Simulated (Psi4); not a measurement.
**GeIF3 (SMILES [F][Ge]([F])([F])[I]): the HOMO–LUMO gap, rung by rung**

The species is GeIF3 (5 atoms), meant as a singlet with charge 0. SMILES: `[F][Ge]([F])([F])[I]`. Geometry: optimised at PBE0/def2-TZVP.

Each level gives the HOMO–LUMO gap (eV). The values are calculated.

```csv
level,kind,program,value (eV),CPU time
"PBE-D4/def2-TZVPP (density fitting, core potential)",GGA,Psi4,4.43,47 s
"r2SCAN-D4/def2-TZVPP (density fitting, core potential)",meta-GGA,Psi4,5.01,82 s
"B3LYP-D4/def2-TZVPP (density fitting, core potential)",global hybrid,Psi4,6.01,46 s
"PBE0-D4/def2-TZVPP (density fitting, core potential)",global hybrid,Psi4,6.59,48 s
"wB97M-V/def2-TZVPP (density fitting, core potential)",range-separated hybrid,Psi4,10.79,1.8 min
```

The values span 4.43 to 10.79 eV. Orbital gaps aren't excitation energies; they tend to grow with the share of exact exchange. CPU times are rough (shared hosts, several kinds of processor): they show what a rung costs within a factor of a few.
